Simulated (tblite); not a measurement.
Compound: C3H11FPSi2 (doublet state).
SMILES with atom numbers: `[CH3:1][CH2:2][CH:3][Si@@H:4]([F:5])[PH:6][SiH3:7]` (hydrogens: H8, H9, H10 on C1; H11, H12 on C2; H13 on C3; H14 on Si4; H15 on P6; H16, H17, H18 on Si7)

Computed with GFN2-xTB (tblite), gas phase: L-BFGS steps from a force-field or distance-geometry start until the largest atomic force falls under 0.01 eV/Å.

The end geometry, which sets the zero of energy:
```
atom  x, y, z in Å
C1     -3.4947    0.1142   -0.4895
C2     -2.2306   -0.0129    0.3658
C3     -1.0483   -0.3949   -0.4405
Si4     0.6109    0.3763   -0.2931
F5      0.5134    1.6191    0.7376
P6      2.0891   -1.0373    0.6491
Si7     4.0152    0.0429    0.3308
H8     -4.3492    0.3582    0.1370
H9     -3.3682    0.9012   -1.2288
H10    -3.7011   -0.8182   -1.0100
H11    -2.0410    0.9208    0.8961
H12    -2.4159   -0.7884    1.1214
H13    -1.2002   -1.2281   -1.1123
H14     1.1154    1.0179   -1.5083
H15     2.1846   -1.8389   -0.4730
H16     4.1302    0.6692   -0.9914
H17     4.1103    1.0652    1.3693
H18     5.0712   -0.9600    0.4776
```

Problem. These geometries come from the run, each turned onto the end geometry. Order them by energy, lowest first.
A.
```
atom  x, y, z in Å
C1     -3.4265   -0.2317   -0.2989
C2     -2.0913    0.1321    0.2867
C3     -1.0241    0.1768   -0.7298
Si4     0.6167    0.7860   -0.3055
F5      0.4493    1.5936    1.0878
P6      1.8338   -1.0891    0.2338
Si7     3.8871   -0.2068    0.3485
H8     -4.2550    0.1545    0.2864
H9     -3.5009    0.1747   -1.2959
H10    -3.5387   -1.3005   -0.3801
H11    -2.1367    1.0577    0.8445
H12    -1.7664   -0.6210    0.9999
H13    -1.1580   -0.5032   -1.5507
H14     1.2432    1.6769   -1.2443
H15     1.8545   -1.7310   -1.0009
H16     4.6715   -0.3916   -0.8730
H17     3.7913    1.2197    0.6679
H18     4.5413   -0.8908    1.4613
```
B.
```
atom  x, y, z in Å
C1     -3.5243    0.0634   -0.4451
C2     -2.2024    0.0226    0.3218
C3     -1.0435   -0.2988   -0.5423
Si4     0.6385    0.3954   -0.2928
F5      0.5363    1.5739    0.8136
P6      2.0717   -1.0814    0.6279
Si7     4.0001    0.0069    0.3483
H8     -4.3401    0.2967    0.2349
H9     -3.4918    0.8214   -1.2240
H10    -3.7259   -0.8979   -0.9115
H11    -2.0322    0.9683    0.8387
H12    -2.2941   -0.7499    1.0984
H13    -1.2226   -1.0593   -1.2875
H14     1.1833    1.1185   -1.4427
H15     2.1763   -1.8707   -0.5030
H16     4.1831    0.4939   -1.0263
H17     4.0103    1.1452    1.2650
H18     5.0684   -0.9420    0.6644
```
C.
```
atom  x, y, z in Å
C1     -3.4577   -0.2434   -0.3129
C2     -2.0969    0.0997    0.2936
C3     -1.0208    0.1248   -0.7297
Si4     0.6589    0.7343   -0.3216
F5      0.5417    1.5893    1.0434
P6      1.8496   -1.0783    0.2916
Si7     3.9053   -0.2188    0.3657
H8     -4.2616    0.1363    0.3112
H9     -3.5599    0.2106   -1.2985
H10    -3.5691   -1.3233   -0.4026
H11    -2.1180    1.0717    0.8002
H12    -1.8588   -0.6321    1.0853
H13    -1.1923   -0.4623   -1.6224
H14     1.2837    1.7035   -1.2119
H15     1.8805   -1.5991   -0.9819
H16     4.6444   -0.3939   -0.8866
H17     3.7986    1.2084    0.6503
H18     4.5634   -0.9211    1.4645
```
D.
```
atom  x, y, z in Å
C1     -3.5257   -0.2169   -0.3285
C2     -2.1804    0.1624    0.2771
C3     -1.0512    0.0606   -0.6791
Si4     0.6527    0.6206   -0.2833
F5      0.5897    1.5441    1.0449
P6      1.9514   -1.1149    0.3326
Si7     3.9885   -0.1909    0.3833
H8     -4.3145   -0.1451    0.4170
H9     -3.7729    0.4469   -1.1537
H10    -3.4989   -1.2379   -0.7032
H11    -2.2185    1.1789    0.6840
H12    -1.9812   -0.4880    1.1397
H13    -1.2465   -0.4808   -1.5925
H14     1.2566    1.5185   -1.2661
H15     2.0382   -1.6259   -0.9479
H16     4.6555   -0.3440   -0.9120
H17     3.9109    1.2317    0.7136
H18     4.7374   -0.9130    1.4120
```
E.
```
atom  x, y, z in Å
C1     -3.5455    0.0170   -0.4229
C2     -2.2056    0.0463    0.3123
C3     -1.0459   -0.2371   -0.5669
Si4     0.6420    0.4345   -0.2942
F5      0.5553    1.5621    0.8635
P6      2.0595   -1.0817    0.5826
Si7     4.0135   -0.0276    0.3451
H8     -4.3608    0.2223    0.2662
H9     -3.5623    0.7728   -1.2033
H10    -3.7186   -0.9552   -0.8794
H11    -2.0643    1.0107    0.8055
H12    -2.2374   -0.7134    1.1063
H13    -1.2153   -0.9618   -1.3505
H14     1.2088    1.1869   -1.4141
H15     2.1467   -1.8516   -0.5607
H16     4.2983    0.3565   -1.0444
H17     3.9533    1.1613    1.1927
H18     5.0692   -0.9357    0.7999
```

Solution. B (0.006 eV), E (0.012 eV), D (0.042 eV), C (0.117 eV), A (0.262 eV).

In the order of the answer:

```csv
step,E above end (eV),largest force (eV/Å),rms force component (eV/Å),rms distance from end (Å),rms bond change (Å),bond most changed (Å)
109,0.006,0.06,0.018,0.128,0.001,C1–C2 -0.003
100,0.012,0.06,0.020,0.206,0.001,C1–C2 -0.003
65,0.042,0.01,0.005,0.598,0.003,C1–C2 -0.008
11,0.117,0.20,0.065,0.658,0.004,Si4–H14 -0.007
4,0.262,0.91,0.230,0.665,0.018,Si4–P6 +0.048
```

What follows is the cost of the whole relaxation. Time: 1.6 s. Hardware: Intel Xeon at 2.60 GHz, one thread, no GPU (shared host).
